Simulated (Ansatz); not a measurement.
cyclo-(F2GeNH)3 (Ge₃N₃F₆H₃), relaxed as a singlet with RKS PBE-D4/def2-SVP in Ansatz, starting from the GFN2-xTB geometry. Force threshold 0.03 eV/Å.

Start:

```
atom   x (Å)   y (Å)   z (Å)
 Ge1   0.924  -0.626   1.449
  F2   1.854   0.195   2.634
  F3   1.094  -2.244   1.999
  N4  -0.782  -0.118   1.541
 Ge5  -1.753   0.493   0.176
  F6  -2.433   2.020   0.569
  F7  -3.183  -0.438  -0.004
  N8  -0.877   0.586  -1.374
 Ge9   0.828   0.131  -1.626
 F10   1.693   1.431  -2.339
 F11   0.953  -1.039  -2.877
 N12   1.671  -0.430  -0.158
 H13  -1.244  -0.201   2.439
 H14  -1.396   0.909  -2.182
 H15   2.651  -0.669  -0.247
```

```tsv
step	energy (eV)	largest force component (eV/Å)	SCF passes
1	-190300.6649	0.841	19
2	-190300.8712	0.309	19
3	-190300.8951	0.082	20
4	-190300.8964	0.004	21
```

Force components are those of the run's own axes.

End:

Cartesian coordinates in Å:
```
Ge 0.956 -0.649 1.499
F 1.897 0.211 2.685
F 1.118 -2.293 2.049
N -0.779 -0.122 1.531
Ge -1.812 0.512 0.183
F -2.477 2.071 0.584
F -3.255 -0.445 -0.005
N -0.873 0.579 -1.367
Ge 0.857 0.136 -1.682
F 1.734 1.468 -2.380
F 0.971 -1.057 -2.945
N 1.659 -0.433 -0.158
H -1.247 -0.209 2.439
H -1.400 0.899 -2.186
H 2.653 -0.669 -0.248
```

By distances, no bond broke or formed. The bond that changes most is N4–Ge5, from 1.78 to 1.81 Å (atoms count from 1).

No frequencies were taken in this run, so the end may be a saddle point.

Run time 15 s (4 threads of Arm Neoverse V2 on a shared host).
